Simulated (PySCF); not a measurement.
From computed data to an observable: dipole moment from atomic charges

Si(AsH2)2(F)(H) (As₂FH₅Si), SMILES [AsH2][SiH](F)[AsH2]. Atoms are numbered in the order given.

```xyz
9

Si     0.3661    -0.8002     0.2178
F      0.7690    -1.8006    -1.0286
As    -1.9920    -0.4493     0.1479
As     1.5977     1.2198    -0.0794
H      0.6914    -1.5321     1.4935
H     -1.8646     0.4473     1.3973
H     -1.8324     0.7653    -0.7879
H      1.1024     1.6914     1.3031
H      2.8687     0.6066     0.5431
```
Charge 0, spin multiplicity 1.

Geometry: PBE-D3(BJ)/def2-SVP.

Charges (e) from PySCF with PBE/def2-TZVP:

| atom | IAO | Mulliken |
|---|---|---|
| Si1 | 0.783 | 0.376 |
| F2 | -0.520 | -0.290 |
| As3 | -0.058 | -0.162 |
| As4 | -0.061 | -0.158 |
| H5 | -0.119 | -0.031 |
| H6 | -0.006 | 0.065 |
| H7 | -0.007 | 0.067 |
| H8 | -0.006 | 0.066 |
| H9 | -0.004 | 0.068 |

The dipole moment of the full density is 1.51 D.

Problem. What dipole moment does each set of point charges give, and which comes closer to that of the density?

Solution. 
μ = Σ q r, and 1 e Å = 4.8032 D.
IAO: Σ q r = (-0.171, 0.423, 0.511) e Å, |μ| = 3.29 D.
Mulliken: Σ q r = (-0.013, 0.382, 0.483) e Å, |μ| = 2.96 D.
Mulliken comes closer in size. Point charges leave out the atoms' own dipoles (lone pairs, polarised bonds); fits to the potential absorb them, partitions of the density don't.
